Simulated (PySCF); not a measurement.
Gas-phase reaction: BH3 + 3 HCHO (formaldehyde) ⇌ B(OCH3)3

Computed with PySCF and rigid-rotor harmonic-oscillator thermochemistry at 1 bar. † marks an energy on the PBE0/def2-TZVP geometry and frequencies; other levels use their own. MP2 freezes the core. 6-31G* has spherical d functions here. All species are closed-shell singlets. B3LYP is the form with VWN-RPA correlation. MP2 isn't extrapolated to the basis-set limit; its ΔH°(298 K) is -682.1 kJ in def2-SVP and -680.3 kJ in def2-TZVPP. The harmonic model lacks anharmonicity and excited electronic states, which grow with temperature; levels with a mode under 35 cm⁻¹ are left out. Internal rotation in B(OCH3)3 is treated as a harmonic vibration of one conformer, which makes the entropy rough.

```tsv
level	ΔE electronic, kJ	ΔH°(298 K), kJ	ΔS°(298 K), J/K	ΔG°(2500 K), kJ
B3LYP/6-31G*	-719	-661	-437	365
HF/6-31G*	-690	-629	-459	459
MP2/def2-TZVPP†	-739	-680	-446	367
PBE/def2-TZVP†	-708	-650	-446	397
PBE0/def2-TZVP	-749	-691	-446	357
LDA/def2-TZVP†	-886	-827	-446	220
ωB97X-V/def2-TZVP†	-740	-681	-446	366
```
ΔH° is lowest at LDA/def2-TZVP† and highest at HF/6-31G*. No reference value is set beside these.
